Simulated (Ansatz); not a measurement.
The cluster Nb₃S₄⁺, 7 atoms. Hardware: 4 threads of Arm Neoverse V2 on a shared host.

In the def2 sets Nb takes a core potential; there is no spin–orbit coupling. Correlated methods freeze 20 core orbitals; core or outer-core shells of Nb are correlated, in sets that lack core-valence functions.

(1) How many basis functions does each of these Ansatz runs have, and roughly what does it cost? CCSD(T)/def2-SVP, charge 1 singlet, energy, from earlier orbitals; PBE-D4/def2-TZVP, charge 1 singlet, energy and forces, from earlier orbitals; ωB97X-V/def2-TZVP, charge 1 singlet, energy, from earlier orbitals; r2SCAN-D4/def2-TZVP, charge 1 singlet, energy, from earlier orbitals; PBE-QIDH/def2-TZVP, charge 1 singlet, energy, from earlier orbitals; HF/STO-3G, charge 1 singlet, energy; PBE0-D4/def2-SVP, charge 1 singlet, energy, from earlier orbitals; MP2/def2-TZVP, charge 1 singlet, energy, from earlier orbitals; B3LYP-D4/def2-SVP, charge 1 singlet, relaxation, 30 steps; PBE-D4/def2-SVP, charge 1 singlet, energy, from earlier orbitals; PBE0-D4/def2-TZVP, charge 1 singlet, energy, from earlier orbitals; r2SCANh-D4/def2-TZVP, charge 1 singlet, energy, from earlier orbitals.

Results:

(1) Other jobs shared the machine, so times can vary by a factor of up to 3. A dash marks memory too small to be measured apart from the calling script's.

| run | functions | fitting or Cholesky vectors | wall time | peak host memory (GiB) |
| --- | --- | --- | --- | --- |
| HF/STO-3G, charge 1 singlet, energy | 117 | 1430 | 3.7 s | – |
| PBE-D4/def2-SVP, charge 1 singlet, energy, from earlier orbitals | 165 | 1651 | 3.9 s | – |
| PBE0-D4/def2-SVP, charge 1 singlet, energy, from earlier orbitals | 165 | 1613 | 6 s | – |
| PBE-D4/def2-TZVP, charge 1 singlet, energy and forces, from earlier orbitals | 268 | 1998 | 8 s | 0.58 |
| PBE0-D4/def2-TZVP, charge 1 singlet, energy, from earlier orbitals | 268 | 2197 | 15 s | 1.4 |
| r2SCAN-D4/def2-TZVP, charge 1 singlet, energy, from earlier orbitals | 268 | 1998 | 17 s | 0.64 |
| PBE-QIDH/def2-TZVP, charge 1 singlet, energy, from earlier orbitals | 268 | 1943 | 20 s | 1 |
| r2SCANh-D4/def2-TZVP, charge 1 singlet, energy, from earlier orbitals | 268 | 1998 | 21 s | 1.4 |
| ωB97X-V/def2-TZVP, charge 1 singlet, energy, from earlier orbitals | 268 | 2110 | 29 s | 1.4 |
| MP2/def2-TZVP, charge 1 singlet, energy, from earlier orbitals | 268 | 1943 | 32 s | 1.2 |
| CCSD(T)/def2-SVP, charge 1 singlet, energy, from earlier orbitals | 165 | 1613 | 2.7 min | 2 |
| B3LYP-D4/def2-SVP, charge 1 singlet, relaxation, 30 steps | 165 | 1705 | 2.8 min | 0.58 |
